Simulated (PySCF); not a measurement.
## Potential energy of TmBr along the bond

Set-up: PySCF, spin-free X2C with a Gaussian nucleus, basis sets Tm x2c-SVPall, Br x2c-SVPall. Energies in eV from Tm (4f13 6s2) + Br in their ground configurations at the same level. State: triplet, about 12.8 electrons in the 4f shell (Mulliken), real f orbitals that mix terms.

All columns are B97-3. A positive dipole means Tm(−)Br(+).

| R (Å) | E (eV) | μ (D) | Mulliken charge on Tm (basis-dependent) | HOMO (eV) | LUMO (eV) | Mayer bond order | ⟨S²⟩ |
| --- | --- | --- | --- | --- | --- | --- | --- |
| 2.277 | -2.445 | -2.98 | 0.27 | -4.18 | -2.36 | 1.31 | 2.00 |
| 2.383 | -2.941 | -3.43 | 0.33 | -4.27 | -2.53 | 1.21 | 2.00 |
| 2.489 | -3.212 | -3.90 | 0.37 | -4.36 | -2.70 | 1.13 | 2.00 |
| 2.569 | -3.309 | -4.28 | 0.40 | -4.43 | -2.83 | 1.08 | 2.00 |
| 2.648 | -3.340 | -4.66 | 0.43 | -4.50 | -2.96 | 1.03 | 2.00 |
| 2.727 | -3.321 | -5.05 | 0.45 | -4.57 | -3.09 | 0.99 | 2.00 |
| 2.833 | -3.239 | -5.57 | 0.47 | -4.66 | -3.25 | 0.95 | 2.00 |
| 2.966 | -3.077 | -6.23 | 0.49 | -4.77 | -3.44 | 0.91 | 2.00 |
| 3.125 | -2.836 | -6.99 | 0.51 | -4.90 | -3.64 | 0.87 | 2.00 |
| 3.337 | -2.486 | -7.91 | 0.52 | -5.04 | -3.84 | 0.82 | 2.00 |

A fit through these points gives, at Re = 2.653 Å, μ = -4.68 D and dμ/dR = -4.87 D/Å; the reduced mass is 53.79 u.

Q: How strong is the fundamental in the double-harmonic approximation, I = 42.26·(dμ/dR)²/μred km/mol?

A: I = 42.26·(-4.87)²/53.79 = 18.6 km/mol at B97-3.

Spin–orbit coupling is left out, which matters for elements this heavy, above all for dissociation energies. With d or f electrons several states lie close, and the lowest PBE0 determinant need not be the measured ground state.
